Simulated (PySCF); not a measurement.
Molecule: CH₄O₂, SMILES OCO, singlet. Atoms near the plane z = 0.0 Å, at the PBE/def2-SVP optimised geometry (x, y, z in Å): O1 (0.8, -0.6, 0.0), C2 (-0.6, -0.6, 0.0), O3 (-1.1, 0.7, 0.0), H4 (1.1, -0.1, 0.8), H5 (-1.0, -1.1, 0.9), H6 (-0.8, -1.2, -0.9), H7 (-0.8, 1.2, -0.8).

Calculation: PBE/def2-TZVP in PySCF 2.14.0. Cells within 0.4 Å of a nucleus heavier than hydrogen are left out (blank, or x). The values are rescaled to run from 0 to 1.

```
|00000000000000000000000000000|
|00000000000000000000000000000|
|00000000000000000000000000000|
|00000000111110000000000000000|
|00000011222221100000000000000|
|00001123333332210000000000000|
|00012234455544321000000000000|
|00023345666655432110000000000|
|00123456777766543221100000000|
|00234567899876543332211000000|
|012345789xx987654443322100000|
|01234678xxxx87655554432210000|
|012346789xx987666666543210000|
|01234568999987777777654321000|
|00134567889988788998765321000|
|00123456788xx8899xx9865421000|
|00123345678xxx99xxx9875431000|
|00012345678xxx89xxx9875431000|
|00012345678888889999765421000|
|00001345677887778887764321000|
|00001234566776666776654320000|
|00001234455655555555543210000|
|00000123444444444444332100000|
|00000012333333333333221000000|
|00000001122222222222110000000|
|00000000011111111110000000000|
|00000000000000000000000000000|
|00000000000000000000000000000|
|00000000000000000000000000000|
```
Scale: ten equal steps from 0.000 (start of '0') to 1.00 (end of '9'), in the order '0123456789'; x runs from -3.50 to 3.50, y from -3.50 (bottom) to 3.50 (top).

Problem. Which quantity is mapped?
A. an orbital amplitude
B. electrostatic potential
C. log10 of the electron density
D. deformation density (molecule minus spherical neutral atoms)

Solution. C, log10 of the electron density. In full: log10 of the electron density (e/bohr³), floored at −4.
